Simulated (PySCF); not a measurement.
O2W, SMILES [O]=[W]=[O], multiplicity 1.

Coordinates come from a PBE-D3(BJ)/def2-TZVP optimisation. The spin state was assumed, not searched. The def2 effective core potentials stand for the cores of W; spin–orbit coupling is left out.

These are PBE-D3(BJ)/def2-TZVP in PySCF values and carry that method's errors.

Frequencies are harmonic and unscaled.

```csv
mode,ν (cm⁻¹),IR (km/mol),moving atoms (share of kinetic energy)
1,369,2.0,O 92 %
2,993,109.5,"O 90 %, W 10 %"
3,1044,38.6,O 93 %
```
